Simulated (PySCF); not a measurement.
Polarisability and C₆ of Tl⁻ (thallium, charge -1)

[Xe] 4f14 5d10 6s2 6p2, high-spin 3P determinant. Calculation: PySCF 2.14, in aug-cc-pVQZ-PP with ECP60MDF (7s7p5d3f2g, 92 functions); a scalar-relativistic core potential. Coupled (time-dependent) response in atomic units; α is the mean over directions.

```tsv
method	mean α (bohr³)	α xx, yy, zz	C₆ (like pair)	S(−4)
wB97M-V	472.7	232.1, 593.2, 593.0	9584	254000
```

S(−4) is the Cauchy moment in α(ω) = α(0) + S(−4) ω² + …

Spin-orbit coupling is absent.

α(iu) at wB97M-V:

```
u (hartree)  α(iu) (bohr³)
          0          472.7
     0.0500          252.9
      0.100          133.2
      0.200          57.17
      0.300          33.87
      0.500          17.49
      0.750          10.43
       1.00          7.249
       1.50          4.290
       2.00          2.892
       3.00          1.575
       5.00         0.6658
```

For an ion, C₆ is the dispersion term alone; charge-induced terms of lower order in 1/R come first.

The components differ because the open shell of this determinant is not spherical; for a pure term their mean is the scalar polarisability.

Energies and moments cover only the electrons outside the core potential. Spin-orbit coupling is strong in this species (close to jj coupling), so the high-spin LS determinant is a model state, not a physical level.
